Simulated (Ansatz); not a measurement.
Ansatz (a first-principles code) input (PBE0/def2-TZVPD):

Ansatz 0.2 input:
```yaml
crystal:
  periodic: [false, false, false]
  atoms:
    - {symbol: O, position_ang: [1.79691974, 0.46548389, -1.30187645]}
    - {symbol: B, position_ang: [1.01581688, 0.27566133, -0.24055982]}
    - {symbol: O, position_ang: [1.13787504, 0.34305008, 1.08655814]}
    - {symbol: O, position_ang: [-0.34277171, -0.11061736, -0.61530870]}
    - {symbol: Si, position_ang: [-1.72243729, -0.46494234, 0.50579989]}
    - {symbol: H, position_ang: [2.71927128, 0.72392265, -1.19813267]}
    - {symbol: H, position_ang: [1.97687819, 0.58601013, 1.49257336]}
    - {symbol: H, position_ang: [-0.48625192, -0.17463683, -1.57396722]}
    - {symbol: H, position_ang: [-2.75803042, -0.77720940, -0.48519616]}
    - {symbol: H, position_ang: [-1.24494096, -1.60073119, 1.29587841]}
    - {symbol: H, position_ang: [-1.90807299, 0.79019797, 1.23546098]}
basis:
  gaussian:
    orbitals: def2-TZVPD
hamiltonian:
  xc: {name: PBE0}
total_charge: 1
output: {forces: true}
```

End of the output:

```
integrals: 0.20 GiB planned
1319 factors; their error is unknown
0.42 GiB of the device are held for the grids
1.42 GiB of device memory are held for the factors and their scratch space
mean field: 1.42 GiB planned
mean field evaluation 1: about -14765.9132 eV, gradient 1.0e2 eV
mean field evaluation 2: about -14747.3929 eV, gradient 1.4e2 eV
mean field evaluation 4: about -14782.4611 eV, gradient 3.4e0 eV
mean field evaluation 8: about -14782.4790 eV, gradient 7.0e-2 eV
mean field evaluation 16: about -14782.5004 eV, gradient 4.8e-5 eV
mean field -14782.50036105 eV, -543.2468683300 hartree, gradient 4.8e-5 eV, S^2 0.000000; 0 other end points of the search recorded, 0 dependent functions left out
the calculation of the forces begins
reference -14782.50040672 eV, -543.2468700082 hartree; 24, 24 occupied and 230, 230 virtual orbitals, 1319 factors
Total energy: -14782.50040672 eV, -543.2468700082 hartree
Atom 0 at     1.796920     0.465484    -1.301876 Å, force    -0.003238     0.000836     0.068611 eV/Å
Atom 1 at     1.015817     0.275661    -0.240560 Å, force     0.011683     0.003350     0.004352 eV/Å
Atom 2 at     1.137875     0.343050     1.086558 Å, force     0.021050     0.004196    -0.064991 eV/Å
Atom 3 at    -0.342772    -0.110617    -0.615309 Å, force     0.053787     0.015197     0.011028 eV/Å
Atom 4 at    -1.722437    -0.464942     0.505800 Å, force     0.147666     0.038022    -0.116075 eV/Å
Atom 5 at     2.719271     0.723923    -1.198133 Å, force    -0.118618    -0.032275     0.024714 eV/Å
Atom 6 at     1.976878     0.586010     1.492573 Å, force    -0.081888    -0.024755    -0.080846 eV/Å
Atom 7 at    -0.486252    -0.174637    -1.573967 Å, force     0.016751     0.007535     0.114338 eV/Å
Atom 8 at    -2.758030    -0.777209    -0.485196 Å, force    -0.070777    -0.021409    -0.070397 eV/Å
Atom 9 at    -1.244941    -1.600731     1.295878 Å, force     0.036954    -0.086072     0.056925 eV/Å
Atom 10 at    -1.908073     0.790198     1.235461 Å, force    -0.013370     0.095374     0.052340 eV/Å
Dipole moment:     0.149533     0.039216    -0.089322 e Å
```

It need not be the lowest isomer of its formula.
